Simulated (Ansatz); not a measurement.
Gas-phase electronic energies from Ansatz, PBE0-D4/def2-TZVP geometries. CBS: MP2 limit from def2 TZ/QZ plus the TZ coupled-cluster correction, frozen cores. For Ge outer-core shells are correlated without core-valence functions, which leaves a few kJ/mol of doubt a bond. Scalar relativity is left out up to krypton. One conformer a species, not always the lowest.

Consider the formal exchange of groups at the Si–C bond: `B[SiH2][CH]1[NH][AlH]1` + `[CH3][GeH3]` → `B[SiH2][CH2][GeH3]` + `[CH2]1[NH][AlH]1`.

```json
{"species": "`B[SiH2][CH]1[NH][AlH]1`", "CCSD/CBS(def2) energy (Eh)": "-652.73451"}
{"species": "`[CH3][GeH3]`", "CCSD/CBS(def2) energy (Eh)": "-2117.75119"}
{"species": "`B[SiH2][CH2][GeH3]`", "CCSD/CBS(def2) energy (Eh)": "-2433.38439"}
{"species": "`[CH2]1[NH][AlH]1`", "CCSD/CBS(def2) energy (Eh)": "-337.10097"}
```

(1) Work out ΔE.

Largest T1 diagnostic among the species: 0.015.

Results:

(1) ΔE = (-2433.38439) + (-337.10097) − (-652.73451) − (-2117.75119) = 0.00034 Eh = +0.9 kJ/mol. CCSD(T)/CBS gives +2.7 kJ/mol.

In def2-TZVPP, CCSD(T) changes the Hartree–Fock value by +3.6 kJ/mol (the triples alone add +1.8 kJ/mol) and MP2 by +4.9 kJ/mol. From PBE to PBE0 (25 % exact exchange), in def2-TZVPP and without D4, ΔE moves by −3.8 kJ/mol.
